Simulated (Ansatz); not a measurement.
Born–Oppenheimer molecular dynamics of H₉NO₂Si (13 atoms, charge 0, multiplicity 1). It starts from a rough guess of a transition structure, not a stationary point.

The calculation used UKS BLYP-D4/STO-3G in Ansatz 0.2.0.

```yaml
ensemble: NVE (velocity Verlet)
time_step: 0.5 fs
steps_asked: 150
starting_velocities_drawn_for: 100 K
seed: 965851
```

First frame:

```xyz
13
Properties=species:S:1:pos:R:3
Si -1.273 -0.123 -0.829
H -0.191 -1.034 0.403
H -1.864 0.820 -1.794
H -2.304 -0.300 0.194
O -0.851 -1.194 -1.973
H 0.933 0.922 0.500
O 0.058 1.371 -0.317
H 0.618 -0.788 0.906
N 1.577 0.066 1.302
H -0.359 -1.990 -1.779
H -0.428 2.065 0.122
H 2.512 -0.141 0.988
H 1.573 0.327 2.277
```

Q: How far do the bonds stretch over the last three quarters of this one trajectory? (Pairs bonded in most of those frames.)

A: 
```tsv
bond	mean (Å)	spread (Å)	shortest	longest
Si1–H3	1.465	0.006	1.46	1.47
Si1–H4	1.475	0.014	1.45	1.50
Si1–O5	1.766	0.102	1.59	1.90
Si1–O7	1.755	0.060	1.67	1.85
H2–H8	0.753	0.032	0.71	0.87
O5–H10	1.053	0.053	0.97	1.14
H6–N9	1.110	0.048	1.04	1.19
O7–H11	1.056	0.072	0.94	1.16
N9–H12	1.082	0.044	1.00	1.15
N9–H13	1.080	0.028	1.01	1.12
```

Mean temperature of the second half: 947 K. The conserved energy stayed within 1.1 meV per atom of its start (net change -0.76 meV per atom), so the integration is sound. The system heated up, since it started high on the potential surface and ran downhill. A run of 0.075 ps of so small a system gives no equilibrium averages. The orbitals stay closed-shell, which can raise the energy where a bond breaks towards radicals; this wasn't checked here. Limits of this set-up: minimal basis.

Time of the run: 3.4 min on 1 thread of AMD EPYC 9R45 96-Core Processor (Zen 5), with other jobs on the host, peak memory 0.14 GiB.
